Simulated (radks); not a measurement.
All-electron atom: Tc XIII in [Ar] 3d10 4s2 4p1 (the NIST ground configuration). Method: scalar-relativistic Kohn-Sham, r2SCAN, spin-polarised, spherical densities, finite nucleus; open shells are filled with parallel spins first (spin-orbit coupling, left out, can overturn this in heavy ions); meta-GGA in the generalised Kohn-Sham scheme; Fermi nuclear charge, rms radius 4.4112 fm; computed with a radial shooting solver on a logarithmic mesh with Libxc functionals.

Radial electron density D(r) = 4 pi r^2 rho(r):

r (bohr),D(r) (e/bohr),spin D(r)
0.002183,3.598,-0.0000417
0.00282,5.538,-0.0000572
0.003613,8.283,-0.0000684
0.00463,12.15,-0.0000577
0.005981,17.59,0.0000279
0.007665,24.38,0.000307
0.009822,32.46,0.00106
0.01269,41.35,0.00298
0.01626,49.00,0.00722
0.02083,53.76,0.0161
0.02691,54.06,0.0340
0.03449,50.38,0.0643
0.0442,46.40,0.109
0.05709,47.65,0.162
0.07316,56.17,0.192
0.09375,65.86,0.162
0.1211,65.77,0.0620
0.1552,53.65,-0.00746
0.1989,42.83,0.101
0.2569,45.50,0.366
0.3292,51.41,0.412
0.4218,43.04,0.108
0.5449,23.59,0.0473
0.6983,10.52,0.735
0.8948,5.935,1.39
1.156,3.131,1.06
1.481,0.8952,0.358
1.898,0.1050,0.0485
2.452,0.003651,0.00197

D(r) has 3 maxima, at r = 0.0241, 0.107, 0.332 bohr, and minima at 0.0483, 0.214 bohr, inside which lie 2.03, 11.10 electrons.
